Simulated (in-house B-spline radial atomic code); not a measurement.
Ionisation energies with and without relativity, with size and susceptibility from the Dirac run. Dirac energy differences include first-order Breit, QED and recoil terms. NIST's values go from ground level to ground level; the uncertainty of those that are theory runs from under 0.1 % in few-electron ions to several per cent in heavy many-electron ones. Computed with an all-electron radial atomic-structure program (B-spline basis): non-relativistic Hartree-Fock and Dirac-Hartree-Fock, averages of the configuration (point nuclei without relativity, finite nuclei with it).

| ion | configuration | configuration after | ionisation non-relativistic (eV) | ionisation Dirac Breit and QED (eV) | tabulated value (eV) | tabulated kind | radius at density 0.001 (bohr) | diamagnetic susceptibility (10⁻⁶ cm³/mol) |
| --- | --- | --- | --- | --- | --- | --- | --- | --- |
| N | [He] 2s2 2p3 | [He] 2s2 2p2 | 12.210 | 12.203 | 14.53413 | measured | 3.403 | -9.9121 |
| O | [He] 2s2 2p4 | [He] 2s2 2p3 | 14.581 | 14.570 | 13.61806 | measured | 3.205 | -8.9188 |
| F | [He] 2s2 2p5 | [He] 2s2 2p4 | ? | ? | ? | measured | ? | ? |
| Ne | [He] 2s2 2p6 | [He] 2s2 2p5 | 19.845 | 19.822 | 21.56454 | measured | 2.886 | -7.4167 |
| Mg | [Ne] 3s2 | [Ne] 3s1 | 6.608 | 6.617 | 7.646236 | measured | 4.586 | -23.389 |
| Al | [Ne] 3s2 3p1 | [Ne] 3s2 | 5.498 | 5.489 | 5.985769 | measured | 4.599 | -26.474 |
| Si | [Ne] 3s2 3p2 | [Ne] 3s2 3p1 | ? | ? | ? | measured | ? | ? |
| P | [Ne] 3s2 3p3 | [Ne] 3s2 3p2 | 8.844 | 8.830 | 10.48669 | measured | 4.272 | -24.629 |
| S | [Ne] 3s2 3p4 | [Ne] 3s2 3p3 | ? | ? | ? | measured | ? | ? |
| Cl | [Ne] 3s2 3p5 | [Ne] 3s2 3p4 | 12.670 | 12.651 | 12.96763 | measured | 3.888 | -21.84 |
| Ar | [Ne] 3s2 3p6 | [Ne] 3s2 3p5 | 14.775 | 14.753 | 15.75961 | measured | 3.716 | -20.571 |

Question: Fill in the row of F.

Answer: ionisation non-relativistic (eV): 17.124; ionisation Dirac Breit and QED (eV): 17.108; tabulated value (eV): 17.42282; radius at density 0.001 (bohr): 3.035; diamagnetic susceptibility (10⁻⁶ cm³/mol): -8.1.

Question: Fill in the row of Si.

Answer: ionisation non-relativistic (eV): 7.115; ionisation Dirac Breit and QED (eV): 7.104; tabulated value (eV): 8.15168; radius at density 0.001 (bohr): 4.464; diamagnetic susceptibility (10⁻⁶ cm³/mol): -25.921.

Question: Fill in the row of S.

Answer: ionisation non-relativistic (eV): 10.694; ionisation Dirac Breit and QED (eV): 10.678; tabulated value (eV): 10.36001; radius at density 0.001 (bohr): 4.075; diamagnetic susceptibility (10⁻⁶ cm³/mol): -23.21.
